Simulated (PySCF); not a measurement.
All values below come from PBE-D3(BJ)/def2-TZVP // PBE0-D4/def2-TZVP (PySCF). Gas-phase values, no solvent. One relaxed conformer stands for a flexible species; it need not be the lowest. Excitations are Tamm–Dancoff values on a coarser integration grid. The basis has no diffuse functions, so Rydberg states are missing or too high.

Reference species (SMILES): `[SiH3]Cl` (neutral, multiplicity 1).

```
Property            Value
---------------  --------
S1–T1 gap (TDA)   0.36 eV
HOMO             -7.65 eV
```

Changed species: `CO[SiH2]Cl` (C–O–Si–Cl torsion 180°) (X = methoxy; the reference has X = H).

Q: What does the change do to the S1–T1 gap (TDA) and HOMO?

A: the S1–T1 gap (TDA) falls by 0.14 eV, to 0.22 eV; the HOMO rises by 0.71 eV, to -6.94 eV.
